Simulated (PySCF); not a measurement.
PySCF input (CCSD(T)/cc-pVDZ):

```python
from pyscf import gto, scf, mp, cc as ccmod

mol = gto.M(
    atom='''
    Si   -0.52968026    0.27771185   -0.01333584
    F    -1.16163375   -0.83904229   -0.95539940
    F    -0.85800079   -0.14266202    1.48649089
    Cl    1.50542556    0.29102194   -0.27018362
    ''',
    basis='cc-pvdz',
    charge=0,
    spin=1,
    verbose=4,
)

mf = scf.UHF(mol)
mf.conv_tol = 1e-10
mf.max_cycle = 100
mf.kernel()
mo, _, stable, _ = mf.stability(return_status=True)
if not stable:
    mf.kernel(mf.make_rdm1(mo, mf.mo_occ))
mp2 = mp.MP2(mf, frozen=12).run()
cc = ccmod.CCSD(mf, frozen=12)
cc.max_cycle = 100
cc.kernel()
et = cc.ccsd_t()
print(f'E(CCSD(T)) = {cc.e_tot + et:.9f}')
```

Output:

```
PySCF version 2.14.0

[INPUT] verbose = 4
[INPUT] num. atoms = 4
[INPUT] num. electrons = 49
[INPUT] charge = 0
[INPUT] spin (= nelec alpha-beta = 2S) = 1
[INPUT] symmetry False subgroup None
[INPUT] Mole.unit = angstrom
[INPUT] Symbol           X                Y                Z      unit          X                Y                Z       unit  Magmom
[INPUT]  1 Si    -0.529680260000   0.277711850000  -0.013335840000 AA   -1.000950624988   0.524799338046  -0.025201085241 Bohr   0.0
[INPUT]  2 F     -1.161633750000  -0.839042290000  -0.955399400000 AA   -2.195169644551  -1.585560135028  -1.805443205574 Bohr   0.0
[INPUT]  3 F     -0.858000790000  -0.142662020000   1.486490890000 AA   -1.621386507760  -0.269592146177   2.809060668761 Bohr   0.0
[INPUT]  4 Cl     1.505425560000   0.291021940000  -0.270183620000 AA    2.844842009320   0.549951762840  -0.510573045144 Bohr   0.0

nuclear repulsion = 216.332033950648
number of shells = 20
number of NR pGTOs = 134
number of NR cGTOs = 64
basis = cc-pvdz
ecp = {}

******** <class 'pyscf.scf.uhf.UHF'> ********
method = UHF
initial guess = minao
damping factor = 0
level_shift factor = 0
DIIS = <class 'pyscf.scf.diis.CDIIS'>
diis_start_cycle = 1
diis_space = 8
diis_damp = 0
SCF conv_tol = 1e-10
SCF conv_tol_grad = None
SCF max_cycles = 100
direct_scf = True
direct_scf_tol = 1e-13
number electrons alpha = 25  beta = 24
Set gradient conv threshold to 1e-05
init E= -947.659006819853
  alpha nocc = 25  HOMO = -0.166121347078334  LUMO = 0.129182285821081
  beta  nocc = 24  HOMO = -0.469902516711941  LUMO = -0.166121347078334

WARN: HOMO -0.166121347078334 >= LUMO -0.166121347078334

cycle= 1 E= -947.335172668093  delta_E= 0.324  |g|= 0.465  |ddm|= 1.37
  alpha nocc = 25  HOMO = -0.416099818578869  LUMO = 0.156495479136612
  beta  nocc = 24  HOMO = -0.49529960527825  LUMO = -0.050797761757428
  HOMO = -0.416099818579  LUMO = -0.0507977617574  gap/eV = 9.94038
cycle= 2 E= -947.411559114311  delta_E= -0.0764  |g|= 0.277  |ddm|= 0.605
  alpha nocc = 25  HOMO = -0.400584393212288  LUMO = 0.180034570392726
  beta  nocc = 24  HOMO = -0.498186326980397  LUMO = -0.00563738417148674
  HOMO = -0.400584393212  LUMO = -0.00563738417149  gap/eV = 10.74706
cycle= 3 E= -947.438908632491  delta_E= -0.0273  |g|= 0.0381  |ddm|= 0.166
  alpha nocc = 25  HOMO = -0.401647159270605  LUMO = 0.189351925533873
  beta  nocc = 24  HOMO = -0.49831688941455  LUMO = 0.0163779788890048
  HOMO = -0.401647159271  LUMO = 0.016377978889  gap/eV = 11.37504
cycle= 4 E= -947.440719516602  delta_E= -0.00181  |g|= 0.0137  |ddm|= 0.0847
  alpha nocc = 25  HOMO = -0.407055777144661  LUMO = 0.188087437467751
  beta  nocc = 24  HOMO = -0.495991940016765  LUMO = 0.0184908359646405
  HOMO = -0.407055777145  LUMO = 0.0184908359646  gap/eV = 11.57971
cycle= 5 E= -947.441018610647  delta_E= -0.000299  |g|= 0.00436  |ddm|= 0.0411
  alpha nocc = 25  HOMO = -0.407533586973424  LUMO = 0.18805213801633
  beta  nocc = 24  HOMO = -0.496981568696108  LUMO = 0.0187252754918239
  HOMO = -0.407533586973  LUMO = 0.0187252754918  gap/eV = 11.59909
cycle= 6 E= -947.441054024852  delta_E= -3.54e-05  |g|= 0.00196  |ddm|= 0.0119
  alpha nocc = 25  HOMO = -0.407535815305501  LUMO = 0.188131405131617
  beta  nocc = 24  HOMO = -0.496526118296903  LUMO = 0.0188447022837979
  HOMO = -0.407535815306  LUMO = 0.0188447022838  gap/eV = 11.60240
cycle= 7 E= -947.441061994147  delta_E= -7.97e-06  |g|= 0.000776  |ddm|= 0.00505
  alpha nocc = 25  HOMO = -0.407519694851037  LUMO = 0.18819231302983
  beta  nocc = 24  HOMO = -0.496632840939595  LUMO = 0.0189007421131704
  HOMO = -0.407519694851  LUMO = 0.0189007421132  gap/eV = 11.60349
cycle= 8 E= -947.441063440358  delta_E= -1.45e-06  |g|= 0.000193  |ddm|= 0.00237
  alpha nocc = 25  HOMO = -0.40747432584212  LUMO = 0.18820037490044
  beta  nocc = 24  HOMO = -0.496584332512031  LUMO = 0.0188802753418758
  HOMO = -0.407474325842  LUMO = 0.0188802753419  gap/eV = 11.60170
cycle= 9 E= -947.441063513348  delta_E= -7.3e-08  |g|= 6.67e-05  |ddm|= 0.000481
  alpha nocc = 25  HOMO = -0.407481751172774  LUMO = 0.188194685639568
  beta  nocc = 24  HOMO = -0.496603169404178  LUMO = 0.0188731064727872
  HOMO = -0.407481751173  LUMO = 0.0188731064728  gap/eV = 11.60171
cycle= 10 E= -947.44106352123  delta_E= -7.88e-09  |g|= 2.35e-05  |ddm|= 0.000147
  alpha nocc = 25  HOMO = -0.407481221779121  LUMO = 0.188196931073032
  beta  nocc = 24  HOMO = -0.496600717538924  LUMO = 0.0188758553779209
  HOMO = -0.407481221779  LUMO = 0.0188758553779  gap/eV = 11.60177
cycle= 11 E= -947.441063522205  delta_E= -9.75e-10  |g|= 7.51e-06  |ddm|= 5.56e-05
  alpha nocc = 25  HOMO = -0.407481870046015  LUMO = 0.188197095279807
  beta  nocc = 24  HOMO = -0.496600401508583  LUMO = 0.0188763738350755
  HOMO = -0.407481870046  LUMO = 0.0188763738351  gap/eV = 11.60180
cycle= 12 E= -947.441063522297  delta_E= -9.23e-11  |g|= 3.48e-06  |ddm|= 1.63e-05
  alpha nocc = 25  HOMO = -0.407481677072437  LUMO = 0.188197232401789
  beta  nocc = 24  HOMO = -0.496600226194937  LUMO = 0.0188765211692319
  HOMO = -0.407481677072  LUMO = 0.0188765211692  gap/eV = 11.60180
Extra cycle  E= -947.441063522309  delta_E= -1.23e-11  |g|= 2.06e-06  |ddm|= 3.79e-06
converged SCF energy = -947.441063522309  <S^2> = 0.75349566  2S+1 = 2.0034926
uhf_internal: lowest eigs of H = [0.475468   0.47886831 0.51389523]
<class 'pyscf.scf.uhf.UHF'> wavefunction is stable in the internal stability analysis

******** <class 'pyscf.mp.ump2.UMP2'> ********
nocc = (np.int64(13), np.int64(12)), nmo = (52, 52)
frozen orbitals 12
E(UMP2) = -948.019646979814  E_corr = -0.578583457504355
E(SCS-UMP2) = -947.996142660214  E_corr = -0.555079137904402
E_corr(same-spin) = -0.160639628193258
E_corr(oppo-spin) = -0.417943829311097

******** <class 'pyscf.cc.uccsd.UCCSD'> ********
CC2 = 0
CCSD nocc = (np.int64(13), np.int64(12)), nmo = (52, 52)
frozen orbitals 12
max_cycle = 100
direct = 0
conv_tol = 1e-07
conv_tol_normt = 1e-06
diis_space = 6
diis_start_cycle = 0
diis_start_energy_diff = 1e+09
Init t2, MP2 energy = -0.57858350400772
Init E_corr(UCCSD) = -0.57858350401077
cycle = 1  E_corr(UCCSD) = -0.581182743410835  dE = -0.0025992394  norm(t1,t2) = 0.0890983
cycle = 2  E_corr(UCCSD) = -0.593206404861397  dE = -0.0120236615  norm(t1,t2) = 0.0261551
cycle = 3  E_corr(UCCSD) = -0.593400574974189  dE = -0.000194170113  norm(t1,t2) = 0.0161393
cycle = 4  E_corr(UCCSD) = -0.595500973100359  dE = -0.00210039813  norm(t1,t2) = 0.00705853
cycle = 5  E_corr(UCCSD) = -0.595438485112164  dE = 6.24879882e-05  norm(t1,t2) = 0.00188547
cycle = 6  E_corr(UCCSD) = -0.595332490822147  dE = 0.00010599429  norm(t1,t2) = 0.000865696
cycle = 7  E_corr(UCCSD) = -0.595354501493198  dE = -2.20106711e-05  norm(t1,t2) = 0.000266152
cycle = 8  E_corr(UCCSD) = -0.595360270645368  dE = -5.76915217e-06  norm(t1,t2) = 9.02487e-05
cycle = 9  E_corr(UCCSD) = -0.595361270153216  dE = -9.99507849e-07  norm(t1,t2) = 3.82784e-05
cycle = 10  E_corr(UCCSD) = -0.595360421269936  dE = 8.4888328e-07  norm(t1,t2) = 1.83371e-05
cycle = 11  E_corr(UCCSD) = -0.595360339460811  dE = 8.18091259e-08  norm(t1,t2) = 6.58326e-06
cycle = 12  E_corr(UCCSD) = -0.595360226668806  dE = 1.12792005e-07  norm(t1,t2) = 2.98746e-06
cycle = 13  E_corr(UCCSD) = -0.595360206355494  dE = 2.03133119e-08  norm(t1,t2) = 1.1176e-06
cycle = 14  E_corr(UCCSD) = -0.595360206588465  dE = -2.32970532e-10  norm(t1,t2) = 5.49513e-07
UCCSD converged
E(UCCSD) = -948.0364237288977  E_corr = -0.5953602065884647
UCCSD(T) correction = -0.0109122825089762
E(CCSD(T)) = -948.047336011
```

It need not be the lowest isomer of its formula.
